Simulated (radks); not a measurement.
Problem. Yb II, 69 electrons, occupied as [Xe] 4f14 6p1 (not the ground configuration). Calculated with a radial shooting solver on a logarithmic mesh with Libxc functionals: scalar-relativistic Kohn-Sham, LDA (Slater exchange, Perdew-Wang correlation), spin-unpolarised, spherical densities, finite nucleus; Fermi nuclear charge, rms radius 5.3108 fm. Some entries of the table are withheld. Estimate them.

orbital,occ.,eigenvalue (eV),<r> (bohr)
1s,2,-61181.64,0.01968
2s,2,-10374.31,0.08340
2p,6,-9149.952,(1)
3s,2,-2344.172,0.2170
3p,6,-1974.946,0.2164
3d,10,(2),0.1962
4s,2,-467.1697,0.4882
4p,6,-345.8763,0.5186
4d,10,-186.0633,0.5604
5s,2,-63.5156,1.207
5p,6,-35.9731,(3)
4f,14,-11.5465,0.7833
6p,1,-6.4295,4.541

Solution. 
(1) 2p <r> (bohr): 0.07417
(2) 3d eigenvalue (eV): -1523.955
(3) 5p <r> (bohr): 1.445
